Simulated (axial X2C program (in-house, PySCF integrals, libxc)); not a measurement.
**Ω levels of MoSH from open-shell CI on d4 s1 p(π)0**

Calculated with an axial X2C code built on PySCF integrals: two-component X2C with atomic mean-field Coulomb and Gaunt terms, basis Mo dyall-v3z, S dyall-av3z, H dyall-v3z (cores contracted in-house). Orbitals come from Hartree–Fock averaged over the configuration Mo d4 s1 p(π)0; CI then distributes these electrons over the d, s, p(π) shells of Mo.

Mo–S–H held linear, bonds 2.412 and 1.340 Å (the second held) (near the minimum of the configuration average).

Active spinors (ω > 0):

```
shell    ω  ε (eV)                   character
    d  3/2   -3.58                    99% Mo d
    d  5/2   -3.43                    99% Mo d
    d  1/2   -3.20                    88% Mo d
    d  1/2   -3.01            89% Mo d, 4% S p
    d  3/2   -2.98            90% Mo d, 4% S p
    s  1/2   -3.10  58% Mo s, 29% Mo p, 6% S p
 p(π)  1/2    1.43   80% Mo p, 9% Mo d, 6% S d
 p(π)  3/2    1.45   81% Mo p, 9% Mo d, 6% S d
```

Lowest levels of this model:

| Ω | energy (cm⁻¹) | g∥ | μ (D) | configuration |
| --- | --- | --- | --- | --- |
| 1/2 | 0 | 2.00 | -3.44 | 52% d4 s1 + 46% d5 |
| 3/2 | 37 | 6.00 | -3.49 | 51% d4 s1 + 47% d5 |
| 5/2 | 112 | 9.98 | -3.63 | 50% d5 + 48% d4 s1 |
| 3/2 | 1953 | 7.93 | -1.02 | 98% d4 s1 |
| 1/2 | 2060 | 3.65 | -1.01 | 98% d4 s1 |
| 1/2 | 2200 | 0.35 | -1.17 | 95% d4 s1 |
| 3/2 | 2313 | 4.07 | -1.09 | 97% d4 s1 |
| 5/2 | 2435 | 8.03 | -1.02 | 98% d4 s1 |
| 7/2 | 2559 | 12.00 | -0.95 | 100% d4 s1 |
| 5/2 | 5428 | 10.00 | -2.21 | 53% d4 s1 + 44% d5 |
| 3/2 | 5440 | 6.00 | -2.19 | 54% d4 s1 + 44% d5 |
| 1/2 | 5446 | 2.00 | -2.18 | 54% d4 s1 + 44% d5 |
| 5/2 | 7030 | 6.01 | -1.28 | 100% d4 s1 |
| 7/2 | 7259 | 10.00 | -1.29 | 100% d4 s1 |
| 9/2 | 7475 | 14.00 | -1.29 | 100% d4 s1 |
| 7/2 | 15054 | 9.98 | -2.70 | 69% d4 s1 + 25% d5 |
| 7/2 | 17488 | 9.34 | -1.68 | 81% d4 s1 + 17% d5 |
| 9/2 | 17927 | 9.50 | -1.18 | 96% d4 s1 |
| 11/2 | 18288 | 12.53 | -1.15 | 97% d4 s1 |
| 9/2 | 18345 | 10.28 | -1.04 | 98% d4 s1 |
| 13/2 | 18681 | 15.99 | -0.95 | 100% d4 s1 |
| 11/2 | 18947 | 13.48 | -1.69 | 89% d4 s1 + 10% d5 |
| 9/2 | 19010 | 10.90 | -2.00 | 81% d4 s1 + 16% d5 |
| 11/2 | 22802 | 13.98 | -2.48 | 48% d4 s1 + 48% d5 |
| 11/2 | 25270 | 11.78 | -2.42 | 80% d4 s1 + 17% d5 |

g∥ is the magnitude of 2⟨Lz + ge Sz⟩ for the +Ω component. μ is positive if the H end is positive.

Q: From Ω and g∥ of the lowest level, whose 2⟨Lz + ge Sz⟩ is positive, find ⟨Sz⟩ and ⟨Lz⟩ (ge = 2.0023).

A: Ω = ⟨Lz⟩ + ⟨Sz⟩ = 1/2 and ⟨Lz⟩ + ge⟨Sz⟩ = 1.000, so ⟨Sz⟩ = 0.50 and ⟨Lz⟩ = 0.00.

Occupations of the active spinors in the lowest level by ω, shell by shell in order of energy: -5/2: 0.37; -3/2: 0.63 0.36 0.00; -1/2: 0.40 0.41 0.21 0.01; 1/2: 0.42 0.31 0.31 0.00; 3/2: 0.43 0.55 0.00; 5/2: 0.57. The leading determinant has weight 0.05 among 649.

This point took 1.4 s on 1 thread of Arm Neoverse V1 (shared host).

There is no dynamic correlation: spin–orbit spacings and, for f shells, spacings inside one term are the most reliable numbers, splittings between terms come out too wide, and energies between configurations are not reliable, so the lowest level need not be the ground state of the molecule. For d shells the ligand-field splittings (σ, π, δ) and their order can be off by a thousand cm⁻¹ or more. At most 4 roots were kept for each Ω > 0 (twice that for Ω = 0) within 3.2 eV of the lowest, so higher up levels can be missing between those listed; levels with Ω > 0 are doubly degenerate and listed once, Ω = 0 levels singly. States that fill the shells left empty in the average are placed too high. The molecule was held linear; bending was not examined. Hydrosulfides and their kin are strongly bent in nature, so this linear model does not describe the real molecule.
